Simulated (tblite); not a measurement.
C6H5F.
Cartesian coordinates in Å at the GFN2-xTB level; atoms count from 1:
```xyz
12
C6H5F angstrom
C     -1.9126    1.8818    0.2560
C     -1.1140    0.9951    0.1284
C     -0.2037   -0.0828   -0.0210
C     -0.8065   -1.4507   -0.1777
C      1.0865    0.1370   -0.0336
C      2.3644    0.3413   -0.0485
F      3.1247    0.3175    1.0729
H     -2.6007    2.6657    0.3697
H     -1.4168   -1.6833    0.6939
H     -1.4510   -1.4719   -1.0557
H     -0.0283   -2.2020   -0.2827
H      2.9592    0.5517   -0.9277
```

The geometry is computed with GFN2-xTB (gas phase).

Masses are those of the commonest isotopes; rigid-rotor values at the optimised geometry. 

Question: Give the principal moments of inertia and the rotational constants in MHz.

Answer: Ia = 107.25, Ib = 348.61, Ic = 430.56 u·Å²; 505379 MHz·u·Å²/I gives A = 4712, B = 1450, C = 1174 MHz.

Question: What kind of rotor is it?

Answer: An asymmetric top; Ray's κ = -0.844.

Question: What does the inertial defect say?

Answer: Not planar: Δ = Ic − Ia − Ib = -25.30 u·Å². For a rigid frame Δ = −2 Σ m c², so Σ m c² = 12.65 u·Å² lies off the ab plane: 4.01 from hydrogen and 8.64 from heavier atoms. The atom farthest from that plane is 1.52 Å away.

Question: Give the other two planar moments, Paa and Pbb, and the rms extents of the mass along the axes.

Answer: Paa = Σ m a² = (Ib + Ic − Ia)/2 = 335.96 and Pbb = Σ m b² = (Ia + Ic − Ib)/2 = 94.60 u·Å². With the mass M = 96.04 u, the rms extents √(P/M) along a, b and c are 1.87, 0.99, 0.36 Å.

Question: List the rotational levels J(Ka,Kc) to J = 2 (K).

Answer: Above 0(0,0), as E/k:
J = 1: 1(0,1) 0.126, 1(1,1) 0.282, 1(1,0) 0.296
J = 2: 2(0,2) 0.377, 2(1,2) 0.521, 2(1,1) 0.561, 2(2,1) 1.030, 2(2,0) 1.031
The levels of one J sum to (2J + 1)J(J + 1)(A + B + C)/3.

Question: Estimate the classical rotational partition function at 10 K, 200 K and 298.15 K.

Answer: Point group C1, symmetry number σ = 1; q = (√π/σ)·√((kT/h)³/(ABC)), k/h = 20836.6 MHz/K: 1880 at 10 K, 168000 at 200 K, 307000 at 298.15 K.

Its GFN2-xTB frequencies are all real (lowest 83 cm⁻¹). No vibrational averaging or centrifugal distortion is included, and the geometry carries the error of its method.
